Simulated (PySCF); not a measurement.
**Working with the constants of MoH**

PBE0 constants of MoH, ⁶Σ⁺ (sextet), unpaired electrons σ ↑, π ↑↑, δ ↑↑ (PySCF, scalar-relativistic core potentials, basis sets Mo cc-pVDZ-PP with ECP28, H cc-pVDZ; masses 97.9054 and 1.0078 u):

* ωe: 1771.1 cm⁻¹
* ωexe: 30.7 cm⁻¹
* Be: 5.6973 cm⁻¹
* αe: 0.153 cm⁻¹
* De to Mo (4d5 5s1) + H: 2.34 eV

Q: What force constant and bond length do these constants imply?

A: Reduced mass μred = 0.99756 u; k = 5.8918×10⁻⁷·μred·ωe² (u, cm⁻¹, mdyn/Å) = 1.84 mdyn/Å; Re = √(16.8576/(μred·Be)) (u, cm⁻¹, Å) = 1.722 Å.

Q: Estimate the centrifugal constant D from the Kratzer relation and find the Dunham coefficient a1.

A: D = 4Be³/ωe² = 0.000236 cm⁻¹; a1 = −1 − αeωe/(6Be²) = -2.39.

The metal atom is held in its measured ground configuration; semilocal functionals can put another filling of s and d lower by some tenths of an eV, and De to that atom would be smaller. These are scalar-relativistic numbers at best; spin–orbit coupling would shift them, the dissociation energy most. The state is the lowest single determinant that the PBE0 search found; with open d or f shells the true ground state can be another one.
